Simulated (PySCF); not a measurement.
Geometry (Å), atoms numbered from 1 in this order:
```xyz
23

B    -3.537   -0.048   -0.362
C    -2.203   -0.840   -0.206
N    -1.004   -0.128    0.187
C    -1.023    0.371    1.537
Si    0.226    0.365   -0.927
N     1.774    0.169   -0.176
C     2.861    1.098   -0.331
C     2.133   -1.078    0.449
H    -3.583    1.158   -0.273
H    -4.552   -0.657   -0.623
H    -2.369   -1.730    0.443
H    -2.054   -1.300   -1.208
H    -1.150   -0.452    2.268
H    -1.843    1.096    1.713
H    -0.071    0.871    1.769
H    -0.048   -0.484   -2.136
H     0.219    1.804   -1.350
H     2.505    2.037   -0.780
H     3.319    1.346    0.646
H     3.670    0.704   -0.979
H     2.865   -1.660   -0.147
H     2.582   -0.911    1.447
H     1.237   -1.701    0.591
```

Geometry: PBE0-D3(BJ)/def2-SVP; GIAO absolute shieldings from PySCF, gas phase, non-relativistic, averaged over equivalent atoms.

At HF/pcSseg-1 (218 basis functions, 17 s wall time on 1 thread of an Arm Neoverse V2, shared host):
| atoms | σ (ppm) |
| --- | --- |
| B1 | 29.7 |
| C2 | 141.5 |
| C7/C8 | 156.6 |
| C4 | 158.7 |
| N3 | 258.5 |
| N6 | 261.5 |
| Si5 | 416.9 |
| H9/H10 | 24.57 |
| H16/H17 | 27.61 |
| H11/H12 | 28.85 |
| H18/H19/H20/H21/H22/H23 | 29.32 |
| H13/H14/H15 | 29.36 |

Predict the values at PBE0/pcSseg-1 on the same geometry.

## Answers


```tsv
atoms	σ at PBE0/pcSseg-1	change
B1	5.8	-23.9
C2	124.6	-16.9
C7/C8	146.6	-10.0
C4	148.6	-10.1
N3	232.2	-26.3
N6	237.9	-23.6
Si5	373.8	-43.1
H9/H10	23.28	-1.29
H16/H17	26.54	-1.07
H11/H12	27.84	-1.01
H18/H19/H20/H21/H22/H23	28.75	-0.57
H13/H14/H15	28.74	-0.62
```

The largest change is at Si5 (silicon bonded to 2 N, 2 H). Cost: 218 basis functions, 48 s wall time on 1 thread of an Arm Neoverse V2, shared host. The order of the carbon signals is the same at both levels.

A carbon bonded to boron is broadened by the quadrupolar boron nucleus and is often missing from a measured spectrum.
